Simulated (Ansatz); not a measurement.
A CCSD(T) single point on CH6AlNOZn, SMILES `[CH3][Zn][O][AlH][NH2]`.

```yaml
crystal:
  periodic: [false, false, false]
  atoms:
    - {symbol: C, position_ang: [-2.026525, -1.918470, 1.702673]}
    - {symbol: Zn, position_ang: [-0.787598, -0.795926, 0.763089]}
    - {symbol: O, position_ang: [0.333682, 0.234461, -0.116027]}
    - {symbol: Al, position_ang: [1.621572, 1.172544, -0.624523]}
    - {symbol: N, position_ang: [1.595864, 1.941082, -2.216554]}
    - {symbol: H, position_ang: [-2.232887, -2.825884, 1.131657]}
    - {symbol: H, position_ang: [-2.970592, -1.395665, 1.868390]}
    - {symbol: H, position_ang: [-1.621054, -2.209377, 2.673713]}
    - {symbol: H, position_ang: [2.897496, 1.409599, 0.281126]}
    - {symbol: H, position_ang: [0.849262, 1.872087, -2.888163]}
    - {symbol: H, position_ang: [2.340779, 2.515549, -2.575382]}
basis:
  gaussian: {orbitals: def2-TZVPP}
correlation: {method: ccsd_t, frozen_orbitals: {Al: 5, C: 1, H: 0, "N": 1, O: 1, Zn: 9}}
output: {orbitals: {seedname: orbitals}}
```

```sh
$ ansatz run in.yaml --threads 4 --pin off --events-out ev --progress --plain --max-ram 10444MiB
```

Output of Ansatz, abridged:

```
Functional definition: HF
1737 factors; integrals over basis functions are off by at most 1.1e-3 eV
mean field evaluation 1: about -59601.1872 eV, gradient 6.2e1 eV
mean field evaluation 2: about -59601.4857 eV, gradient 6.2e1 eV
mean field evaluation 4: about -59608.9027 eV, gradient 6.8e0 eV
mean field evaluation 8: about -59609.0270 eV, gradient 9.9e-1 eV
mean field evaluation 16: about -59609.0287 eV, gradient 2.6e-6 eV
mean field -59609.02870126 eV, -2190.5914003206 hartree, gradient 2.6e-6 eV, S^2 0.000000; 0 other end points of the search recorded, 0 dependent functions left out
17 core orbitals not correlated: weight in the atoms' cores, before any rotation towards them, 1.000 or more for the frozen orbitals, at most 0.000 for the correlated occupied ones
reference -59609.02870126 eV, -2190.5914003206 hartree; 18, 18 occupied and 248, 248 virtual orbitals, 1737 factors
second order -33.38668646 eV of doubles, -0.00000000 eV of singles
cycle   1  -31.70538547 eV  change     1.7e0 eV  update   1.5e-1
cycle   2  -32.59881213 eV  change   -8.9e-1 eV  update   5.8e-2
cycle   3  -32.82457350 eV  change   -2.3e-1 eV  update   2.4e-2
cycle   4  -32.79758221 eV  change    2.7e-2 eV  update   7.6e-3
cycle   5  -32.78738624 eV  change    1.0e-2 eV  update   3.0e-3
cycle   6  -32.79000133 eV  change   -2.6e-3 eV  update   1.1e-3
cycle   7  -32.78973631 eV  change    2.7e-4 eV  update   3.7e-4
cycle   8  -32.78925785 eV  change    4.8e-4 eV  update   1.2e-4
cycle   9  -32.78928753 eV  change   -3.0e-5 eV  update   3.6e-5
perturbative correction -1.15272547 eV, -0.0423618797 hartree
Total energy: -59642.97071426 eV, -2191.8387462917 hartree
```

It took 3.8 min on 4 threads of an AMD EPYC 7B13 on a shared host, with 8.1 GiB of host memory at the peak.

Correlation energy per correlated electron: -0.943 eV. T1 diagnostic: 0.0146.
